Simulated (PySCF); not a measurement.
**`C=C/C=C(\C)[SiH2]OC=O`, C6H10O2Si**

Molfile (atoms numbered from 1):
```
C6H10O2Si
     RDKit          3D

 19 18  0  0  0  0  0  0  0  0999 V2000
    2.8951    1.7422   -0.4801 C   0  0  0  0  0  0  0  0  0  0  0  0
    2.2846    0.5933   -0.1993 C   0  0  0  0  0  0  0  0  0  0  0  0
    0.8483    0.4505   -0.1974 C   0  0  0  0  0  0  0  0  0  0  0  0
    0.1624   -0.6755    0.0666 C   0  0  0  0  0  0  0  0  0  0  0  0
    0.8525   -1.9684    0.4004 C   0  0  0  0  0  0  0  0  0  0  0  0
   -1.7124   -0.7426    0.0741 Si  0  0  0  0  0  4  0  0  0  0  0  0
   -2.1553    0.8093   -0.3776 O   0  0  0  0  0  0  0  0  0  0  0  0
   -3.4056    1.1627   -0.5052 C   0  0  0  0  0  0  0  0  0  0  0  0
   -4.3524    0.4622   -0.3092 O   0  0  0  0  0  0  0  0  0  0  0  0
    3.9674    1.8371   -0.4776 H   0  0  0  0  0  0  0  0  0  0  0  0
    2.3361    2.6310   -0.7244 H   0  0  0  0  0  0  0  0  0  0  0  0
    2.8717   -0.2812    0.0435 H   0  0  0  0  0  0  0  0  0  0  0  0
    0.2953    1.3502   -0.4332 H   0  0  0  0  0  0  0  0  0  0  0  0
    1.5633   -2.2433   -0.3770 H   0  0  0  0  0  0  0  0  0  0  0  0
    0.1303   -2.7729    0.5023 H   0  0  0  0  0  0  0  0  0  0  0  0
    1.3973   -1.8814    1.3395 H   0  0  0  0  0  0  0  0  0  0  0  0
   -2.2481   -1.6738   -0.9172 H   0  0  0  0  0  0  0  0  0  0  0  0
   -2.2533   -1.0074    1.4063 H   0  0  0  0  0  0  0  0  0  0  0  0
   -3.4870    2.2173   -0.8269 H   0  0  0  0  0  0  0  0  0  0  0  0
  1  2  2  0
  2  3  1  0
  3  4  2  0
  4  5  1  0
  4  6  1  0
  6  7  1  0
  7  8  1  0
  8  9  2  0
  1 10  1  0
  1 11  1  0
  2 12  1  0
  3 13  1  0
  5 14  1  0
  5 15  1  0
  5 16  1  0
  6 17  1  0
  6 18  1  0
  8 19  1  0
M  END
```

Computed with GIAO PBE/pcSseg-1 magnetisability, rotational g tensor and spin-rotation constants, non-relativistic, gas phase in PySCF 2.14.0. Geometry: GFN2-xTB.

Q: Give the nuclear spin-rotation constants along the inertial axes (H = +C I·J) beside the isotropic shieldings.

A: Rotational constants 2.6194, 0.6604, 0.5325 GHz. A star marks the isotopologue with that one atom substituted, in its own axes.
```csv
atom,isotope,Caa (kHz),Cbb (kHz),Ccc (kHz),mean (kHz),σ (ppm)
H10,1H,0.261,-0.070,-0.061,0.043,26.0
H11,1H,-0.125,0.030,-0.064,-0.053,26.0
H12,1H,-0.052,0.025,-0.061,-0.029,24.6
H13,1H,-0.068,0.034,-0.064,-0.032,24.6
H14,1H,-0.123,-0.069,-0.018,-0.070,29.4
H15,1H,-0.138,-0.014,-0.066,-0.072,30.1
H16,1H,-0.173,-0.068,-0.010,-0.084,29.6
H17,1H,-0.170,-0.038,0.001,-0.069,26.2
H18,1H,-0.181,-0.042,0.006,-0.072,26.2
H19,1H,-0.224,0.055,-0.042,-0.070,23.4
C1,13C*,1.156,0.228,0.077,0.487,56.1
C2,13C*,1.210,0.265,0.067,0.514,44.9
C3,13C*,1.199,0.282,0.089,0.523,32.3
C4,13C*,1.192,0.262,0.068,0.507,48.5
C5,13C*,0.414,0.095,0.068,0.192,167.2
Si6,29Si*,-1.580,-0.383,-0.341,-0.768,370.7
O7,17O*,-0.502,-0.210,-0.083,-0.265,126.3
C8,13C*,1.036,0.282,0.140,0.486,21.8
O9,17O*,-1.711,-0.340,-0.067,-0.706,-130.6
```
For the geometry as given, no vibrational averaging.
